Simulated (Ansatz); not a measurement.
The cluster Al4F2⁻. Total charge -1; doublet. Geometry PBE-D4/def2-SVPD; atoms count from 1.

```xyz
6

Al   -1.226   -0.693    1.314
Al    1.078    0.407    1.220
Al    1.223    0.701   -1.314
Al   -1.077   -0.409   -1.221
F     2.196    0.828    2.485
F    -2.194   -0.833   -2.486
```

Another isomer (doublet) lies 0.23 eV lower at PBE0-D4/def2-TZVPD; other spin states weren't run for this one.

Q: Estimate the Mulliken populations from the PBE0/def2-TZVPD orbitals of Ansatz.

A: 
| atom | charge (e) | spin (α − β) |
| --- | --- | --- |
| Al1 | -0.51 | 0.30 |
| Al2 | 0.46 | 0.19 |
| Al3 | -0.51 | 0.30 |
| Al4 | 0.46 | 0.19 |
| F5 | -0.46 | 0.00 |
| F6 | -0.46 | 0.00 |
Mulliken values and Mayer orders depend strongly on the basis. With diffuse functions, as here, like atoms can get unlike values, and bond orders can come out too low or too high.

Q: Where does the spin sit?

A: Summed by element: Al 0.99, F 0.01, of 1 unpaired in all. Largest on single atoms: Al3 0.30, Al1 0.30, Al4 0.19.

Q: And the Mayer bond orders between bonded heavy atoms (over 0.3)?

A: Al1–Al2 0.70 (2.56 Å); Al1–Al4 0.70 (2.56 Å); Al2–Al3 0.70 (2.56 Å); Al2–F5 0.90 (1.74 Å); Al3–Al4 0.70 (2.56 Å); Al4–F6 0.90 (1.74 Å). Values over 0.3 also appear between atoms too far apart for a bond (Al1–Al3 0.76 at 3.85 Å; Al2–Al4 0.35 at 3.36 Å); they arise where an orbital or an unpaired electron spreads over both atoms.
